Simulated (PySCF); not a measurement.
# Basis and Hamiltonian dependence of the ionisation energy of S⁺

S⁺ [Ne] 3s2 3p3 (4S) → S²⁺ [Ne] 3s2 3p2 (3P). Calculated with PySCF 2.14 from differences of total energies of unrestricted determinants, without spin-orbit coupling. Values in eV.

```json
{"basis": "def2-SVP", "Hamiltonian": "non-relativistic", "functions": "18", "UHF": "22.811", "LDA": "n/a", "PBE0": "n/a", "MP2 (valence)": "23.201", "CCSD(T) (valence)": "23.115", "CCSD(T) (valence and next inner shell)": "n/a"}
{"basis": "cc-pV(D+d)Z", "Hamiltonian": "non-relativistic", "functions": "23", "UHF": "22.742", "LDA": "23.436", "PBE0": "n/a", "MP2 (valence)": "23.173", "CCSD(T) (valence)": "23.092", "CCSD(T) (valence and next inner shell)": "n/a"}
{"basis": "aug-cc-pVDZ-DK", "Hamiltonian": "spin-free X2C", "functions": "27", "UHF": "22.721", "LDA": "23.407", "PBE0": "23.379", "MP2 (valence)": "23.172", "CCSD(T) (valence)": "23.105", "CCSD(T) (valence and next inner shell)": "n/a"}
{"basis": "ANO-RCC-VTZP", "Hamiltonian": "spin-free X2C", "functions": "34", "UHF": "22.723", "LDA": "23.389", "PBE0": "23.383", "MP2 (valence)": "23.335", "CCSD(T) (valence)": "23.309", "CCSD(T) (valence and next inner shell)": "23.301"}
{"basis": "pcseg-2", "Hamiltonian": "non-relativistic", "functions": "34", "UHF": "22.721", "LDA": "n/a", "PBE0": "n/a", "MP2 (valence)": "23.290", "CCSD(T) (valence)": "23.249", "CCSD(T) (valence and next inner shell)": "n/a"}
{"basis": "aug-cc-pVTZ-DK", "Hamiltonian": "spin-free X2C", "functions": "50", "UHF": "22.713", "LDA": "23.388", "PBE0": "23.377", "MP2 (valence)": "23.330", "CCSD(T) (valence)": "n/a", "CCSD(T) (valence and next inner shell)": "n/a"}
{"basis": "def2-TZVPPD", "Hamiltonian": "non-relativistic", "functions": "51", "UHF": "22.716", "LDA": "23.402", "PBE0": "23.384", "MP2 (valence)": "23.333", "CCSD(T) (valence)": "23.303", "CCSD(T) (valence and next inner shell)": "23.305"}
{"basis": "x2c-QZVPPall", "Hamiltonian": "spin-free X2C", "functions": "70", "UHF": "22.711", "LDA": "23.392", "PBE0": "23.369", "MP2 (valence)": "23.373", "CCSD(T) (valence)": "23.343", "CCSD(T) (valence and next inner shell)": "23.347"}
{"basis": "aug-cc-pCVTZ-DK", "Hamiltonian": "spin-free X2C", "functions": "75", "UHF": "22.708", "LDA": "23.387", "PBE0": "23.375", "MP2 (valence)": "23.331", "CCSD(T) (valence)": "23.303", "CCSD(T) (valence and next inner shell)": "23.318"}
{"basis": "dyall-av3z", "Hamiltonian": "spin-free X2C", "functions": "84", "UHF": "22.718", "LDA": "23.396", "PBE0": "23.374", "MP2 (valence)": "23.338", "CCSD(T) (valence)": "23.308", "CCSD(T) (valence and next inner shell)": "n/a"}
{"basis": "dyall-av3z", "Hamiltonian": "non-relativistic", "functions": "84", "UHF": "22.731", "LDA": "23.409", "PBE0": "23.387", "MP2 (valence)": "23.350", "CCSD(T) (valence)": "23.319", "CCSD(T) (valence and next inner shell)": "n/a"}
{"basis": "aug-cc-pCVTZ-DK with one added diffuse shell each of s, p, d, f type", "Hamiltonian": "spin-free X2C", "functions": "91", "UHF": "22.708", "LDA": "23.388", "PBE0": "23.375", "MP2 (valence)": "23.332", "CCSD(T) (valence)": "23.304", "CCSD(T) (valence and next inner shell)": "23.319"}
{"basis": "aug-cc-pV(Q+d)Z with one added diffuse shell each of s, p, d, f, g type", "Hamiltonian": "non-relativistic", "functions": "114", "UHF": "22.724", "LDA": "23.410", "PBE0": "23.387", "MP2 (valence)": "23.388", "CCSD(T) (valence)": "n/a", "CCSD(T) (valence and next inner shell)": "n/a"}
```

Estimate the row for 6-31G* (non-relativistic, 18 functions).

From the rows with the same Hamiltonian and similar size; the calculation gives UHF 22.75; MP2 (valence) 23.07; CCSD(T) (valence) 22.98 (eV).

Frozen in the all-electron rows: valence: [Ne]; valence and next inner shell: 1s2.

Between the lowest levels the reference is 23.338 eV (measured; NIST Atomic Spectra Database, ionization energies); it includes spin-orbit coupling, which these numbers lack.
